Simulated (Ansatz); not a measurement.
Consider the ligand exchange at the Si–N bond: `F[SiH](F)N[SiH](Cl)Cl` + NH₃ → `N[SiH](F)F` + `N[SiH](Cl)Cl`.

Calculated with Ansatz (gas phase, PBE0-D4/def2-TZVP geometries, no zero-point term in ΔE). CCSD(T)/CBS is the MP2 limit (def2-TZVPP, def2-QZVPP) plus CCSD(T) − MP2 in def2-TZVPP, frozen cores. This one scheme is used for every species. Functionals use def2-TZVPP. B3LYP here is the variant with VWN-RPA as its local correlation; programs differ in this. Each species was taken in one conformer, which may not be the lowest.

| level | ΔE (kJ/mol) | difference from CCSD(T)/CBS |
| --- | --- | --- |
| PBE-D4 | 3.5 | -2.0 |
| r2SCAN-D4 | 3.1 | -2.4 |
| PBE0-D4 | 3.5 | -2.0 |
| B3LYP-D4 | 4.8 | -0.7 |
| ωB97X-V | 2.4 | -3.1 |
| ωB97M-V | 3.1 | -2.4 |
| B2PLYP | -0.8 | -6.3 |
| PBE | -2.9 | -8.4 |
| r2SCAN | 1.1 | -4.4 |
| PBE0 | -2.5 | -8.0 |
| B3LYP | -5.4 | -10.9 |
| HF/def2-TZVPP | -4.6 | -10.1 |
| MP2/def2-TZVPP | 6.0 | 0.5 |
| SCS-MP2/def2-TZVPP | 4.7 | -0.8 |
| CCSD/def2-TZVPP | 4.4 | -1.1 |
| CCSD(T)/def2-TZVPP | 6.2 | 0.7 |
| HF/def2-QZVPP | -4.2 | -9.7 |
| MP2/def2-QZVPP | 5.7 | 0.2 |
| SCS-MP2/def2-QZVPP | 4.2 | -1.3 |
| HF/CBS(def2) | -4.1 | -9.6 |
| MP2/CBS(def2) | 5.2 | -0.3 |
| CCSD/CBS(def2) | 3.7 | -1.8 |
| CCSD(T)/CBS | 5.5 | 0 |

Largest T1 diagnostic among the species: 0.011.

In def2-TZVPP, CCSD(T) changes the Hartree–Fock value by +10.8 kJ/mol (the triples alone add +1.8 kJ/mol) and MP2 by +10.5 kJ/mol. The D4 term adds +10.2 kJ/mol with B3LYP and +6.0 kJ/mol with PBE0; it sums over pairs of atoms, weighted by their polarisabilities, and B3LYP, whose exchange is more repulsive, gets the larger term.
